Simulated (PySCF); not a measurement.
C4H6ClF, SMILES C1[C@@]([C@@H]1Cl)(F)C. The structure is a stationary point at PBE-D3(BJ)/def2-SVP. The structure was generated by enumeration; whether it is a known compound was not checked.

These are PBE-D3(BJ)/def2-SVP (PySCF) values and carry that method's errors.

Harmonic wavenumbers (cm⁻¹): 166, 176, 217, 317, 380, 425, 530, 665, 713, 808, 885, 921, 960, 993, 1045, 1062, 1080, 1197, 1262, 1314, 1358, 1397, 1401, 1437, 2977, 3063, 3067, 3083, 3102, 3169. Rotational constants (GHz): 5.193, 1.908, 1.742; symmetry number 1.

### Question
Work out the zero-point energy and the ideal-gas rigid-rotor harmonic-oscillator thermochemistry at 298.15 K and 1 atm.

### Answer
ZPE = ½ Σ hcν = ½ × 39170 cm⁻¹ = 234.29 kJ/mol. H − E(el) = 253.72 kJ/mol. Entropy in J/(mol K): translation 167.20, rotation 114.32, vibration 51.78, total 333.31. G − E(el) = 154.35 kJ/mol. Cp = 105.85 J/(mol K).
